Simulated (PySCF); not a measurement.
C4H7NO, SMILES C/N=C(\C)C=O.

Coordinates come from a ωB97X-D3(BJ)/def2-SVP optimisation. The structure was generated by enumeration; whether it is a known compound was not checked. The values are those of a single conformer.

Two levels are set side by side: PBE/def2-TZVP (PySCF) and PBE0/def2-TZVP (PySCF). Same geometry, gas phase. Differences are taken from unrounded values.

```json
[
 {"quantity": "orbital gap (eV)", "PBE0": "5.38", "PBE": "2.80", "PBE minus PBE0": "-2.58"},
 {"quantity": "highest occupied level (eV)", "PBE0": "-7.39", "PBE": "-5.85", "PBE minus PBE0": "1.54"},
 {"quantity": "lowest empty level (eV)", "PBE0": "-2.01", "PBE": "-3.05", "PBE minus PBE0": "-1.04"},
 {"quantity": "dipole moment (D)", "PBE0": "3.04", "PBE": "3.02", "PBE minus PBE0": "-0.02"},
 {"quantity": "mean polarisability (bohr³)", "PBE0": "59.9", "PBE": "62.4", "PBE minus PBE0": "2.5"}
]
```

PBE's occupied levels lie high since its potential decays too fast outside the molecule; exact exchange lowers them and widens the gap. Loosely held outer electrons make PBE densities more polarisable. Differences between two approximate levels are no errors against the true value.

Rough cost on one machine, each run with all the roots and properties that it gave: PBE0 against PBE within a factor of 2.
